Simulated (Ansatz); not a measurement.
System: CH6BOSi (charge 0, doublet). It need not be the lowest isomer of its formula. SMILES: C[SiH2][B]O
Geometry from a B3LYP-D3(BJ)/def2-TZVP (Ansatz, a quantum-chemistry and plane-wave program) optimisation:
```xyz
10

C      1.7896     0.6191     0.1180
Si     0.5260    -0.7606    -0.1269
B     -1.4200    -0.2459    -0.0516
O     -1.9601     0.9597     0.1515
H      1.6749     1.3898    -0.6461
H      1.6634     1.0916     1.0937
H      2.8078     0.2282     0.0578
H      0.7209    -1.8091     0.9088
H      0.7366    -1.4047    -1.4500
H     -2.9250     0.9907     0.1504
```
Charge 0, spin multiplicity 2.

Wanted: atomisation energy (electronic, to ground-state atoms), in kcal/mol. Cores are frozen in the correlated levels unless marked. Open shells are spin-unrestricted. No spin-orbit coupling. No relativistic terms. The coupled-cluster limit lacks core correlation, which all-electron functionals hold. CBS marks a two-point X^-3 extrapolation of the correlation energy; Hartree-Fock from the larger set.

```tsv
level	program	atomisation energy (kcal/mol)	minus last row
HF/cc-pV(Q+d)Z	Ansatz	635.8	-202.7
BLYP-D4/def2-TZVPD	Ansatz + dftd4	837.0	-1.5
revPBE-D3(BJ)/def2-TZVPD	Ansatz + dftd3	831.2	-7.3
r2SCANh/def2-TZVPD	Ansatz	840.5	2.0
r2SCAN0-D4/def2-TZVPD	Ansatz + dftd4	835.2	-3.3
HSE06-D3(BJ)/def2-TZVPD	Ansatz + dftd3	840.7	2.2
HSE06-D4/def2-TZVPD	Ansatz + dftd4	840.9	2.4
HSE06/def2-TZVPD	Ansatz	837.8	-0.7
B2GP-PLYP-D4/def2-TZVPD	Ansatz + dftd4	828.4	-10.1
B2PLYP/def2-TZVPD	Ansatz	828.4	-10.1
RI-MP2/cc-pV(Q+d)Z	Ansatz	840.1	1.6
RI-MP2/CBS(cc-pV(T+d)Z,cc-pV(Q+d)Z)	Ansatz	848.4	9.9
SCS-MP2/6-31G*	Ansatz	756.8	-81.7
SCS-MP2/cc-pV(D+d)Z	Ansatz	778.1	-60.4
SCS-MP2/cc-pV(Q+d)Z	Ansatz	839.4	0.9
CCSD/STO-3G	Ansatz	890.5	52.0
CCSD/cc-pV(T+d)Z	Ansatz	807.5	-31.0
CCSD/cc-pV(Q+d)Z	Ansatz	819.6	-18.9
CCSD/CBS(cc-pV(T+d)Z,cc-pV(Q+d)Z)	Ansatz	827.2	-11.3
CCSD(T) with core electrons (1s frozen past Ne)/cc-pwCVTZ	Ansatz	821.3	-17.2
CCSD(T)/CBS(cc-pV(T+d)Z,cc-pV(Q+d)Z)	Ansatz	838.5	0.0
```
